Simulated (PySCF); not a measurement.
## Correlation energy of Zn²⁺ (zinc, charge +2)

[Ar] 3d10, closed-shell 1S. Computed with PySCF 2.14 in x2c-TZVPPall with one added diffuse shell each of s, p, d, f type (7s6p5d3f1g, 80 functions), with the spin-free X2C one-electron Hamiltonian (Gaussian nucleus). Frozen: [Ne]; 18 electrons correlated.

```
  level  correlation energy (mhartree)
   CCSD                        -682.70
    (T)                         -11.85
CCSD(T)                        -694.55
```

Diagnostics: T1 = 0.0084, D1 = 0.0155, largest double amplitude 0.015.

Question: Is a single reference adequate?

Answer: Yes: T1 lies below 0.03 and no double amplitude reaches 0.07.

This basis was not built for core-valence correlation, so the inner-shell part is incomplete.
